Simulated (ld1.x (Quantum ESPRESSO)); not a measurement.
Values are calculated unless marked as measured or tabulated.
# Potentials for Ar (Z = 18) compared

Generated with ld1.x 7.5 (TM, RRKJ, ultrasoft, PAW), atompaw 4.2 or ONCVPSP 4.0.1. The cutoff is in Ry: for ld1.x and atompaw files where the sum of valence levels is converged to 10 mRy in a Bessel basis, for ONCV files where the hardest occupied wave has 1 mHa per electron of residual kinetic energy. The error is the largest all-electron minus pseudo excitation energy over each file’s own four to seven test configurations (ionisations up to +4, promotions, holes and added fractions of an electron), all of which were solved. The labels leave out finer settings (local radius, basis sizes, second energies), which also bear on the numbers. Spin-polarised tests are not counted. The rows are a selection from randomly drawn settings: files with unsolved tests, undetermined cutoffs or missed reference levels are left out.

```tsv
potential	cutoff (Ry)	largest error (meV)	bound ghosts
TM, LDA (PZ), scalar-relativistic, rc 0.85/1.20 (sp), local smoothed, core correction yes, reference 3s2 3p5	160	+241	none
ultrasoft, PBE, scalar-relativistic, rc 1.20/1.20/1.05 (spd), local smoothed, core correction yes, reference 3s2 3p6	30	+6.2	none
RRKJ, PBE, scalar-relativistic, rc 1.20/1.20 (sp), local p, core correction no, reference 3s2 3p3	80	+79	none
ultrasoft, LDA (PZ), scalar-relativistic, rc 1.20/1.15 (sp), local smoothed, core correction yes, reference 3s2 3p6	25	+122	none
TM, PBEsol, scalar-relativistic, rc 1.25/0.90 (sp), local s, core correction yes, reference 3s2 3p6	160	+182	none
```

(1) Fill in the row for Ar: TM, PBE, non-relativistic, rc 0.80/1.05/0.85 (spd), local s, core correction no, reference 3s2 3p6.

(2) Fill in the row for Ar: TM, PBE, scalar-relativistic, rc 1.15/1.30/1.35 (spd), local s, core correction no, reference 3s2 3p6.

(3) Fill in the row for Ar: ultrasoft, PBE, non-relativistic, rc 1.15/1.50/1.30 (spd), local smoothed, core correction no, reference 3s2 3p5.

Answers

(1) cutoff 160 Ry, largest error +440 meV, bound ghosts: none.

(2) cutoff 60 Ry, largest error +188 meV, bound ghosts: none.

(3) cutoff 30 Ry, largest error +132 meV, bound ghosts: none.
